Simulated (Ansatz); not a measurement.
Competing steps

Reactants: SiH₃Cl ([SiH3][Cl]) + HBr (brackets give SMILES or just the links). Saddle points were found for several chosen steps; others may exist. Gas-phase electronic energies, without zero-point energy, by CCSD(T) at an estimated basis limit (MP2 extrapolated from triple and quadruple zeta, plus CCSD(T) − MP2 in triple zeta); Ansatz 0.2.0, def2-TZVPP and QZVPP, frozen cores, on PBE0-D4/def2-TZVP structures. Extrapolation: Hartree–Fock as exp(−7.88 √X), correlation as X^−2.97. No counterpoise correction.

Question: Rank the steps by the energy of their saddle points, lowest first, and give each saddle's height above the lowest. (Judge from chemistry; the value comes from the calculation.)
A. four-centre ligand exchange, to SiH₃Br ([SiH3][Br]) + HCl (breaks or loosens Br–H, Cl–Si; forms Br–Si, Cl–H)
B. four-centre ligand exchange, to SiH₂BrCl ([Cl][SiH2][Br]) + H₂ (breaks or loosens Br–H, H–Si; forms Br–Si, H–H)

Answer: By the calculation: B (0.000 eV), A (0.169 eV). Heights count from the lowest.

The lowest of these saddles lies at 1.384 eV relative to the separated reactants.

Question: Does the lowest of these saddles lead to the lowest end structure (the products still in contact)? (Judge from chemistry; the calculation decides.)

Answer: The calculation gives: Yes. Relative to the separated reactants, the ends lie at -0.804 (SiH₂BrCl ([Cl][SiH2][Br]) + H₂); -0.114 (SiH₃Br ([SiH3][Br]) + HCl) eV.

No T1 diagnostic of these runs exceeds 0.010. The filled d shells of Br are correlated in sets not built for that, so values that involve them are less sure.

For scale, one of the runs: CCSD(T)/def2-TZVPP, 188 basis functions, launched by `ansatz run in.yaml --threads 4 --pin off --events-out ev --progress --plain --max-ram 9574MiB`. Time: 40 s of wall clock on 4 CPU threads of an Arm Neoverse V2; the host was shared. Peak host memory: 1.9 GiB.
